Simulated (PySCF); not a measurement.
Species: B2H6NP.
SMILES with atom numbers: `[BH2:1][PH:2][BH:3][NH2:4]` (hydrogens: H5, H6 on B1; H7 on P2; H8 on B3; H9, H10 on N4)

Cartesian coordinates in Å at the PBE0-D3(BJ)/def2-SVP level; atoms count from 1:
```xyz
10
B2H6NP angstrom
B      1.9596   -0.1878    0.0281
P      0.5219   -1.0313    0.7540
B     -1.2184   -0.2904    0.6138
N     -1.4099    1.0786    0.4822
H      2.9568   -0.8033   -0.2545
H      1.9175    1.0174   -0.0635
H      0.4935   -2.4282    0.5561
H     -2.1666   -1.0356    0.6836
H     -2.3311    1.4936    0.4379
H     -0.6546    1.7492    0.4127
```

The closed-shell ground state was solved at several levels (PySCF, density fitting, gas phase, non-relativistic).

```csv
level,basis functions,HOMO (eV),LUMO (eV),gap (eV),dipole (D)
wB97X-D/pcSseg-2,235,-8.60,0.28,8.88,2.10
LC-wPBE/pcSseg-2,235,-9.32,0.63,9.95,2.08
PBE0/aug-cc-pVDZ,150,-6.84,-1.49,5.35,2.08
PBE0/6-31G*,72,-6.64,-1.07,5.57,2.33
B3LYP/def2-TZVP,166,-6.61,-1.64,4.97,2.12
KT3/pcSseg-2,235,-5.90,-2.28,3.62,2.12
B97-2/pcSseg-2,235,-6.62,-1.48,5.14,2.10
B3LYP/6-31G*,72,-6.36,-1.17,5.19,2.32
B3LYP/aug-cc-pVTZ-J,326,-6.64,-1.71,4.93,2.08
KT2/pcSseg-2,235,-5.92,-2.35,3.57,2.13
```

Q: Estimate the row for PBE0/pcSseg-2, a basis of 235 functions; the other rows only guide the guess.

A: HOMO -6.86 eV, LUMO -1.50 eV, gap 5.36 eV, dipole 2.12 D.

Q: Over all these levels, which gives the widest orbital gap and which the narrowest?

A: LC-wPBE/pcSseg-2 (range-separated hybrid) has the widest, 9.95 eV, and KT2/pcSseg-2 (GGA) the narrowest, 3.57 eV. The two share the basis. From the narrowest to the widest the HOMO moves by -3.40 eV and the LUMO by +2.98 eV.

Q: How much does the basis alone move the frontier levels among the 3 PBE0 rows (the withheld one included)?

A: The HOMO by 0.22 eV and the LUMO by 0.43 eV. By rising basis size (HOMO, LUMO in eV): 6-31G* -6.64, -1.07; aug-cc-pVDZ -6.84, -1.49; pcSseg-2 -6.86, -1.50.

Q: In the pcSseg-2 basis, how does the gap go with the fixed share of exact exchange?

A: KT2 (0 %) 3.57 eV; KT3 (0 %) 3.62 eV; B97-2 (21 %) 5.14 eV; PBE0 (25 %) 5.36 eV. Each rise in the share widens the gap here.

Q: How far do the dipole and the HOMO energy spread over the levels?

A: The dipole runs from 2.08 to 2.33 D (mean 2.14 D) and the HOMO from -9.32 to -5.90 eV.

One conformer stands for the species.
